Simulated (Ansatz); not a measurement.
Computed with Ansatz on PBE0-D4/def2-TZVP structures; ΔE is electronic, products minus reactants. CCSD(T)/CBS is the MP2 limit (def2-TZVPP, def2-QZVPP) plus CCSD(T) − MP2 in def2-TZVPP, frozen cores. This one scheme is used for every species. For Ge outer-core shells are correlated without core-valence functions, which leaves a few kJ/mol of doubt a bond. Scalar relativity is left out up to krypton. One conformer a species, not always the lowest.

Consider the formal hydrolysis of the Si–Ge bond: `CO[SiH](Cl)[GeH3]` + H₂O → `CO[SiH](O)Cl` + GeH₄.

```tsv
species	CCSD(T)/CBS(def2) energy (Eh)
`CO[SiH](Cl)[GeH3]`	-2942.48494
H₂O	-76.37941
`CO[SiH](O)Cl`	-940.41141
GeH₄	-2078.49493
```

**Question.** Work out ΔE.

**Answer.** ΔE = (-940.41141) + (-2078.49493) − (-2942.48494) − (-76.37941) = -0.04199 Eh = -26.3 kcal/mol.

Largest T1 diagnostic among the species: 0.012.

The D4 term adds +1.3 kcal/mol with B3LYP and +0.8 kcal/mol with PBE0; it sums over pairs of atoms, weighted by their polarisabilities, and B3LYP, whose exchange is more repulsive, gets the larger term. From PBE to PBE0 (25 % exact exchange), in def2-TZVPP and without D4, ΔE moves by −1.5 kcal/mol. In def2-TZVPP, CCSD(T) changes the Hartree–Fock value by +6.0 kcal/mol (the triples alone add +0.7 kcal/mol) and MP2 by +5.4 kcal/mol.

B3LYP here is the variant with VWN-RPA as its local correlation; programs differ in this.
